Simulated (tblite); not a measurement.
F₂ (SMILES FF), singlet, geometry from GFN2-xTB; GFN1-xTB with ALPB(water) (tblite).

The tblite input:
```
$ tblite run mol.xyz --method gfn1 --charge 0 --spin 0 --alpb water --json tblite.json --no-restart

# file mol.xyz
2

F     -0.00000000    -0.00000000    -0.70158239
F      0.00000000     0.00000000     0.70158239
```

Output, abridged:

```
xTB calculator
 | screened Coulomb repulsion
 | Coulomb electrostatics
 |  * isotropic Klopman-Ohno-Mataga-Nishimoto electrostatics
 |  * onsite third-order electrostatics
 | DFT-D3(BJ) dispersion correction
 | Interactions (3)
 | [1] alpb/gbsa reaction field model
 | [2] cds contribution to solvation
 | [3] empirical free energy shift and standard state/solvent correction

halogen bonding energy    0.0000000000000E+00 Eh
repulsion energy          3.6051701670997E-04 Eh
dispersion energy        -6.3389674645491E-05 Eh
interaction energy        7.3111735295217E-03 Eh
number of electrons       1.4000000000000E+01 e
integral cutoff           1.4084350578267E+01 bohr

------------------------------------------------------------
  cycle        total energy    energy error   density error
------------------------------------------------------------
      1     -10.12663742138  -1.0134246E+01   8.5491414E-02
      2     -10.12663743426  -1.2888425E-08   5.1260749E-02
      3     -10.12663744150  -7.2311153E-09   3.1036663E-06
------------------------------------------------------------

electronic energy        -1.0134245742367E+01 Eh
total energy             -1.0126637441495E+01 Eh

Post processing:
 | Mayer-Wiberg bond orders

[Info] JSON dump of results written to 'tblite.json'
```
